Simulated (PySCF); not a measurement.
Level of theory: PBE0/[Y def2-TZVP with ECP28, O def2-TZVP, F def2-TZVP], scalar-relativistic core potentials, density fitting, no spin–orbit coupling, PySCF. Open shells, if any, are unrestricted.

What shape and geometry does isolated singlet YOF take (every ligand bound to Y)?

Formally Y is in oxidation state +3, d0. The polar-tensor charge on Y, 1.94, is below the formal one. The lowest minimum found is a singlet of Cs symmetry with Y–F 2.028 Å, Y–O 1.809 Å; F–Y–O 114.5°. Its harmonic wavenumbers are 181 (a'), 547 (a'), 861 (a') cm⁻¹ and its dipole moment is 7.71 D.

Stability towards spin polarisation was not tested. Other isomers or separated fragments may lie lower.
